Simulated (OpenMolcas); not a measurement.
**Tm3+ in Cs2NaYCl6: curves along the breathing mode**

Tm3+ with its 6 nearest chloride ions, on the Y site of Cs2NaYCl6 (a = 10.7396 Å, distance in the model lattice 2.619 Å). The rest of the host is ab initio model potentials to 7.6 Å, with orthogonalisation functions on the cations behind the ligands, and point charges beyond; the distance is set by hand and nothing relaxes. Ligand basis ANO-RCC-VDZP.

```
Program             : OpenMolcas 26.06
Method              : CASSCF
Basis               : ANO-RCC-VDZP [7s6p4d2f1g]
Scalar Hamiltonian  : DKH2, point nucleus
Active space        : 12 electrons in 7 orbitals (4f)
State averaging     : 2S+1 = 3 even, 21 roots; 2S+1 = 1 even, 27 roots kept (CI in the orbitals of an earlier block)
Spin-orbit coupling : RASSI with atomic mean-field integrals over the reference wave functions
```

Spin-free energies (labels of O, the rotations of Oh) in cm-1 above the lowest fitted minimum, as all ligands move together:

```json
{"R (Å)": "2.459", "3T1": "5170", "3E": "5250", "3T2": "5320", "3T1(2)": "5520", "3T1(3)": "13260", "1T2": "13960", "1E": "14430"}
{"R (Å)": "2.517", "3T1": "1310", "3E": "1370", "3T2": "1440", "3T1(2)": "1610", "3T1(3)": "9380", "1T2": "10120", "1E": "10530"}
{"R (Å)": "2.575", "3T1": "10", "3E": "70", "3T2": "130", "3T1(2)": "280", "3T1(3)": "8070", "1T2": "8860", "1E": "9210"}
{"R (Å)": "2.633", "3T1": "930", "3E": "980", "3T2": "1040", "3T1(2)": "1170", "3T1(3)": "8970", "1T2": "9790", "1E": "10110"}
{"R (Å)": "2.749", "3T1": "8320", "3E": "8360", "3T2": "8420", "3T1(2)": "8510", "3T1(3)": "16350", "1T2": "17220", "1E": "17470"}
{"R (Å)": "2.807", "3T1": "14450", "3E": "14480", "3T2": "14530", "3T1(2)": "14620", "3T1(3)": "22460", "1T2": "23360", "1E": "23580"}
```

Cubic fits give the following; the wavenumber is harmonic, with the mass of all moving ligands, small differences in it between states hang on the degree of the fit, a number in brackets counts states of one label, and the table is a selection of at most 14 states with clean curves.

| State | R0 (Å) | Breathing mode (cm-1) | Minimum (cm-1) |
| --- | --- | --- | --- |
| 3T1 | 2.580 | 322 | 0 |
| 3E | 2.580 | 322 | 60 |
| 3T2 | 2.580 | 322 | 120 |
| 3T1(2) | 2.581 | 322 | 260 |
| 3T1(3) | 2.580 | 322 | 8050 |
| 1T2 | 2.579 | 322 | 8840 |
| 1E | 2.580 | 322 | 9200 |
| 1T1 | 2.580 | 322 | 9220 |
| 1A1 | 2.580 | 322 | 9240 |
| 1E(2) | 2.579 | 322 | 27830 |
| 1T2(2) | 2.580 | 322 | 28040 |
| 1E(3) | 2.579 | 322 | 33720 |
| 1T2(3) | 2.579 | 322 | 33730 |
| 1A2 | 2.579 | 322 | 33800 |

For an f ion spin-orbit coupling outweighs the ligand field, so these spin-free curves are not those of observable levels.

Without dynamic correlation the ligand-field splitting of an f shell can come out too small, at times by half. A group larger than the point group allows holds several states that coincide in this model. No measured value stands beside these numbers.
